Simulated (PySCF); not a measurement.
## Deuteron quadrupole couplings in `C#CCCO[SiH2]O[SiH3]`

Species: C4H10O2Si2.
Numbering: `[CH:1]#[C:2][CH2:3][CH2:4][O:5][SiH2:6][O:7][SiH3:8]` (hydrogens: H9 on C1; H10, H11 on C3; H12, H13 on C4; H14, H15 on Si6; H16, H17, H18 on Si8)

Geometry (GFN2-xTB, Å), atoms numbered from 1 in this order:
```xyz
18
C4H10O2Si2 angstrom
C     -2.112    2.140   -0.410
C     -2.171    1.016   -0.004
C     -2.219   -0.353    0.466
C     -1.434   -1.294   -0.457
O     -0.068   -1.025   -0.394
Si     0.909   -0.399   -1.518
O      2.303   -0.133   -0.756
Si     3.218    0.409    0.463
H     -2.067    3.130   -0.752
H     -3.260   -0.685    0.516
H     -1.783   -0.400    1.467
H     -1.585   -2.330   -0.128
H     -1.803   -1.199   -1.484
H      1.225   -1.385   -2.549
H      0.404    0.861   -2.056
H      2.633    0.016    1.744
H      4.512   -0.229    0.229
H      3.288    1.866    0.346
```

Level: PBE0/pcSseg-1 (PySCF, non-relativistic); Q(2H) = 0.00286 b; rigid geometry, the same for H and D, with no vibrational averaging.

Task: Rank these positions by the coupling χzz of a deuteron there, largest first.
A. H9 (alkyne hydrogen)
B. H14 (Si–H hydrogen)
C. H12 (methylene hydrogen)
D. H11 (methylene hydrogen)

Result: A (267 kHz), D (201 kHz), C (192 kHz), B (107 kHz).

Task: Give the electric field gradient Vzz (the principal value of largest size), its asymmetry and the 2H coupling at each hydrogen.

Result: 
```tsv
atom	bonded to	bond length (Å)	Vzz (au)	η	χzz (kHz)
H9	C1	1.049	0.3976	0.00	267
H10	C3	1.093	0.2993	0.03	201
H11	C3	1.093	0.2985	0.03	201
H12	C4	1.097	0.2862	0.05	192
H13	C4	1.096	0.2859	0.10	192
H14	Si6	1.461	0.1590	0.01	107
H15	Si6	1.460	0.1591	0.02	107
H16	Si8	1.462	0.1603	0.02	108
H17	Si8	1.461	0.1616	0.02	109
H18	Si8	1.463	0.1596	0.03	107
```

Task: Average by the element that carries the hydrogen.

Result: on C: 211 kHz over 5 positions, mean bond length 1.086 Å; on Si: 107 kHz over 5 positions, mean bond length 1.462 Å.

The structure is a single GFN2-xTB conformer in the gas phase; no vibrational or solvent corrections. GFN2-xTB bond lengths can be off by several hundredths of an ångström, more for odd bonds, and the gradients follow them. The basis is small and wasn't made for field gradients, so the couplings can be 20 % off.
